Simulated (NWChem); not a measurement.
GaH₃; SMILES [GaH3]

```xyz
4

Ga     0.0000     0.0000     0.0000
H      1.1176     1.1176     0.0000
H      0.4091    -1.5267     0.0000
H     -1.5267     0.4091     0.0000
```
Atoms are numbered in this order, from 1.

Coordinates come from a PBE-D3(BJ)/def2-SVP optimisation.

List the 4 lowest vertical singlet excitations from PBE/aug-cc-pVDZ, TDA (NWChem).


```tsv
state	energy (eV)	oscillator strength	leading excitation (squared amplitude)
S1	4.81	0.000	HOMO → LUMO (1.00)
S2	4.81	0.000	HOMO−1 → LUMO (1.00)
S3	7.23	0.170	HOMO−1 → LUMO+1 (0.83)
S4	7.23	0.170	HOMO → LUMO+1 (0.83)
```
